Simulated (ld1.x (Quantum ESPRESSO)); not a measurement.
## tin: one change to a TM potential, before and after

ld1.x (Quantum ESPRESSO) 7.5 input, shortened:

```
&input
   title='Sn', zed=50., rel=2, dft='PZ', iswitch=3,
   config='[Kr] 4d10 5s2 5p0', rel_dist='average'
 /
 &inputp
   pseudotype=2, tm=.true., lloc=0,
   nlcc=.false.
 /
3
5P  2  1   0.00   0.00  2.15  2.15  0.0
4D  3  2  10.00   0.00  0.90  0.90  0.0
5S  1  0   2.00   0.00  1.55  1.55  0.0
 &test
   configts(1)='4d10 5s2 5p0'
 /
```

Open shells are filled in proportion to 2j + 1 (rel_dist='average').

Change: wave 5p (bound): rc 2.15 bohr becomes 5p (bound): rc 2.80 bohr.

Cutoffs: the cutoffs (Ry, on a coarse ladder) from which the occupation-weighted sum of valence levels, in a spherical-Bessel basis at the reference potential, stays within 10 and 1 mRy of its value at 400 Ry; they do not see the model core or the augmentation charge, which bear on the density cutoff. Errors are all-electron minus pseudo energies relative to the spin-unpolarised reference configuration.

Predict the effect on cutoff, ghosts and configuration errors.

The potential gets neither clearly harder nor softer (160 Ry and 300 Ry → 160 Ry and 300 Ry); the number of tests with a reliable result goes from 6 to 7; of the 6 tests that both files solve, the error grows in 0 and shrinks in 4 by more than 15 % and 0.3 meV (median size 10.8 → 8.0 meV); neither file shows a bound ghost. That the errors move this way runs against the usual rule that smaller radii transfer better.

| quantity | base | changed |
| --- | --- | --- |
| cutoff, loose | 160 Ry | 160 Ry |
| cutoff, tight | 300 Ry | 300 Ry |
| bound ghosts | none | none |
| tests with a reliable result | 6 of 7 | 7 of 7 |
| error for 4d10 5s2 5p1, meV [ΔE -14.28 eV] | +2.7 | +0.9 |
| error for 4d10 5s1 5p0, meV [ΔE 31.45 eV] | +14 | +14 |
| error for 4d10 5s2 5p2.3, meV [ΔE -22.30 eV] | +7.8 | +4.2 |
| error for 4d10 5s0 5p4, meV [ΔE -7.04 eV] | -20 | -11 |
| error for 4d10 5s1 5p2, meV [ΔE -6.57 eV] | -6.1 | -4.6 |
| error for 4d9 5s2 5p3, meV [ΔE 2.92 eV] | -397 | -355 |
